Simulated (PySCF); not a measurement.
Magnetic susceptibility: SMILES Bc1ccn(C)c1C#C, C$_{7}$H$_{8}$BN

Molfile (atoms numbered from 1):
```
C7H8BN
     RDKit          3D

 17 17  0  0  0  0  0  0  0  0999 V2000
    2.6696    0.5970    0.3504 B   0  0  0  0  0  0  0  0  0  0  0  0
    1.3409   -0.1428    0.3495 C   0  0  0  0  0  0  0  0  0  0  0  0
    1.0671   -1.4658    0.7995 C   0  0  0  0  0  0  0  0  0  0  0  0
   -0.2599   -1.7192    0.6131 C   0  0  0  0  0  0  0  0  0  0  0  0
   -0.8452   -0.6165    0.0658 N   0  0  0  0  0  0  0  0  0  0  0  0
   -2.2253   -0.4901   -0.3049 C   0  0  0  0  0  0  0  0  0  0  0  0
    0.1033    0.3414   -0.1030 C   0  0  0  0  0  0  0  0  0  0  0  0
   -0.2035    1.5927   -0.6527 C   0  0  0  0  0  0  0  0  0  0  0  0
   -0.4901    2.6599   -1.1270 C   0  0  0  0  0  0  0  0  0  0  0  0
    2.7288    1.6920   -0.0618 H   0  0  0  0  0  0  0  0  0  0  0  0
    3.6308    0.0703    0.7632 H   0  0  0  0  0  0  0  0  0  0  0  0
    1.7891   -2.1408    1.2156 H   0  0  0  0  0  0  0  0  0  0  0  0
   -0.8396   -2.5967    0.8292 H   0  0  0  0  0  0  0  0  0  0  0  0
   -2.3422   -0.5480   -1.3909 H   0  0  0  0  0  0  0  0  0  0  0  0
   -2.6164    0.4727    0.0288 H   0  0  0  0  0  0  0  0  0  0  0  0
   -2.8011   -1.2919    0.1551 H   0  0  0  0  0  0  0  0  0  0  0  0
   -0.7134    3.5977   -1.5397 H   0  0  0  0  0  0  0  0  0  0  0  0
  1  2  1  0
  2  3  1  0
  3  4  2  0
  4  5  1  0
  5  6  1  0
  5  7  1  0
  7  8  1  0
  8  9  3  0
  7  2  2  0
  1 10  1  0
  1 11  1  0
  3 12  1  0
  4 13  1  0
  6 14  1  0
  6 15  1  0
  6 16  1  0
  9 17  1  0
M  END
```

Method: GIAO B3LYP/pcSseg-1 magnetisability, rotational g tensor and spin-rotation constants, non-relativistic, gas phase (PySCF). Geometry: GFN2-xTB.

Question: How diamagnetic is it, and how anisotropic?

Answer: Isotropic -1275 × 10⁻³⁰ J/T², or -76.8 × 10⁻⁶ cm³/mol; principal values -1840, -1026, -957 × 10⁻³⁰ J/T², anisotropy 851 × 10⁻³⁰ J/T² (root of half the summed squared differences of the principal values). The susceptibility is in cgs units.

Question: Split it along the inertial axes a, b, c into diamagnetic and paramagnetic parts about the centre of mass, with the quadrupole moment.

Answer: 
```csv
axis,χ (10⁻⁶ cm³/mol),diamagnetic (10⁻⁶ cm³/mol),paramagnetic (10⁻⁶ cm³/mol),summed x² of all electrons (Å²),quadrupole Θ (D Å)
a,-61.5,-682.5,621.0,156.8,+6.15
b,-58.0,-722.1,664.1,147.5,+0.22
c,-110.8,-1291.1,1180.3,13.4,-6.37
```
Anisotropies 2χaa − χbb − χcc = +45.9 and 2χbb − χaa − χcc = +56.3 × 10⁻⁶ cm³/mol. Θ is traceless in Buckingham's convention.

Question: And the rotational g tensor?

Answer: 
```csv
axis,rotational constant (GHz),g,nuclear part,electronic part
a,2.1351,-0.0350,0.5879,-0.6229
b,1.9389,-0.0318,0.5732,-0.6050
c,1.0226,+0.0105,0.5775,-0.5670
```
Asymmetric top; isotopes 11B, 12C, 1H, 14N; no vibrational averaging.
